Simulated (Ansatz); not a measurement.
AsO (SMILES O=[As]), doublet, geometry from GFN2-xTB; B3LYP/6-311G** run with Ansatz (a quantum-chemistry and plane-wave program).

The Ansatz input:
Ansatz 0.2 input:
```yaml
crystal:
  periodic: [false, false, false]
  atoms:
    - {symbol: As, position_ang: [-0.00000000, -0.00000000, -0.30848486]}
    - {symbol: O, position_ang: [0.00000000, 0.00000000, 1.27250003]}
basis:
  gaussian:
    orbitals: 6-311G__.json
hamiltonian:
  xc: b3lyp
magnetization: {spin_polarized: true, initial_magnetization: 1}
```
The basis file holds 6-311G** in the JSON format of the Basis Set Exchange.

What the program printed (banner, timings and long lists left out):

```
Functional definition: B3LYP
529 factors; integrals over basis functions are off by at most 1.0e-3 eV
mean field evaluation 1: about -62879.5504 eV, gradient 4.7e1 eV
mean field evaluation 2: about -62804.0293 eV, gradient 1.2e2 eV
mean field evaluation 4: about -62887.3398 eV, gradient 4.0e0 eV
mean field evaluation 8: about -62887.4158 eV, gradient 2.0e-1 eV
mean field evaluation 16: about -62887.4160 eV, gradient 3.3e-5 eV
mean field -62887.41598227 eV, -2311.0699107268 hartree, gradient 3.3e-5 eV, S^2 0.752613; 1 other end points of the search recorded, 0 dependent functions left out
reference -62887.41613735 eV, -2311.0699164260 hartree; 21, 20 occupied and 41, 42 virtual orbitals, 529 factors
Total energy: -62887.41613735 eV, -2311.0699164260 hartree
```
